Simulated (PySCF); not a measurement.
CH$_{3}$Mg, doublet, at a GFN2-xTB geometry (such geometries of metal compounds can be far from the true shape) (the spin is typed, not shown lowest) (in this run its highest filled SCF level lies above zero, so its values depend strongly on the basis, on diffuse functions most of all); R2SCAN/STO-3G (PySCF).

The PySCF input:
```python
from pyscf import gto, scf, dft

mol = gto.M(
    atom='''
Mg   -0.700419   -0.423454   -0.556852
C     0.841486    0.508739    0.669003
H     1.390797   -0.243239    1.246445
H     0.402423    1.222356    1.375140
H     1.562897    1.049899    0.046616
''',
    basis='sto-3g',
    charge=0,
    spin=1,
    verbose=4,
)

mf = dft.UKS(mol)
mf.xc = 'r2scan'
mf.grids.atom_grid = (99, 590)
mf.grids.prune = None
mf.kernel()
```

Task: Write the output that PySCF gives for this input, abridged.

Result: 
```
PySCF version 2.14.0

[INPUT] verbose = 4
[INPUT] num. atoms = 5
[INPUT] num. electrons = 21
[INPUT] charge = 0
[INPUT] spin (= nelec alpha-beta = 2S) = 1
[INPUT] symmetry False subgroup None
[INPUT] Mole.unit = angstrom
[INPUT] Symbol           X                Y                Z      unit          X                Y                Z       unit  Magmom
[INPUT]  1 Mg    -0.700419000000  -0.423454000000  -0.556852000000 AA   -1.323600082442  -0.800212086352  -1.052297771916 Bohr   0.0
[INPUT]  2 C      0.841486000000   0.508739000000   0.669003000000 AA    1.590178077656   0.961377378885   1.264232446512 Bohr   0.0
[INPUT]  3 H      1.390797000000  -0.243239000000   1.246445000000 AA    2.628225424867  -0.459655092813   2.355439679333 Bohr   0.0
[INPUT]  4 H      0.402423000000   1.222356000000   1.375140000000 AA    0.760469256226   2.309918066719   2.598637982934 Bohr   0.0
[INPUT]  5 H      1.562897000000   1.049899000000   0.046616000000 AA    2.953447290904   1.984021568455   0.088091473023 Bohr   0.0

nuclear repulsion = 33.9562266437011
number of shells = 11
number of NR pGTOs = 51
number of NR cGTOs = 17
basis = sto-3g
ecp = {}

******** <class 'pyscf.dft.uks.UKS'> ********
method = UKS
initial guess = minao
damping factor = 0
level_shift factor = 0
DIIS = <class 'pyscf.scf.diis.CDIIS'>
diis_start_cycle = 1
diis_space = 8
diis_damp = 0
SCF conv_tol = 1e-09
SCF conv_tol_grad = None
SCF max_cycles = 50
direct_scf = True
direct_scf_tol = 1e-13
number electrons alpha = 11  beta = 10
XC library pyscf.dft.libxc version 7.1.2
    S. Lehtola, C. Steigemann, M. J. T. Oliveira, and M. A. L. Marques,  SoftwareX 7, 1–5 (2018)
XC functionals = r2scan
    J. W. Furness, A. D. Kaplan, J. Ning, J. P. Perdew, and J. Sun,  J. Phys. Chem. Lett. 11, 8208–8215 (2020)
    J. W. Furness, A. D. Kaplan, J. Ning, J. P. Perdew, and J. Sun,  J. Phys. Chem. Lett. 11, 9248–9248 (2020)
    J. W. Furness, A. D. Kaplan, J. Ning, J. P. Perdew, and J. Sun,  J. Phys. Chem. Lett. 11, 8208–8215 (2020)
    J. W. Furness, A. D. Kaplan, J. Ning, J. P. Perdew, and J. Sun,  J. Phys. Chem. Lett. 11, 9248–9248 (2020)
radial grids:
    Treutler-Ahlrichs [JCP 102, 346 (1995); DOI:10.1063/1.469408] (M4) radial grids

becke partition: Becke, JCP 88, 2547 (1988); DOI:10.1063/1.454033
pruning grids: None
grids dens level: 3
symmetrized grids: False
atomic radii adjust function: <function treutler_atomic_radii_adjust>
User specified grid scheme (99, 590)
small_rho_cutoff = 0
Set gradient conv threshold to 3.16228e-05
tot grids = 292056
init E= -236.591012329626

cycle= 1 E= -236.770253706692  delta_E= -0.179  |g|= 0.324  |ddm|= 1.93
cycle= 2 E= -236.685773734763  delta_E= 0.0845  |g|= 0.464  |ddm|= 1.28
cycle= 3 E= -236.844934150501  delta_E= -0.159  |g|= 0.0161  |ddm|= 0.813
cycle= 4 E= -236.845269854754  delta_E= -0.000336  |g|= 0.0041  |ddm|= 0.0596
cycle= 5 E= -236.845289905075  delta_E= -2.01e-05  |g|= 0.000782  |ddm|= 0.0102
cycle= 6 E= -236.845290705202  delta_E= -8e-07  |g|= 0.000307  |ddm|= 0.00204
cycle= 7 E= -236.845290843953  delta_E= -1.39e-07  |g|= 6.05e-05  |ddm|= 0.00109
cycle= 8 E= -236.845290848605  delta_E= -4.65e-09  |g|= 9.7e-06  |ddm|= 0.000161
cycle= 9 E= -236.845290848761  delta_E= -1.56e-10  |g|= 3.41e-06  |ddm|= 3.38e-05
Extra cycle  E= -236.845290848759  delta_E= 1.31e-12  |g|= 3.98e-06  |ddm|= 1.26e-05
converged SCF energy = -236.845290848759  <S^2> = 0.75294656  2S+1 = 2.0029444
```
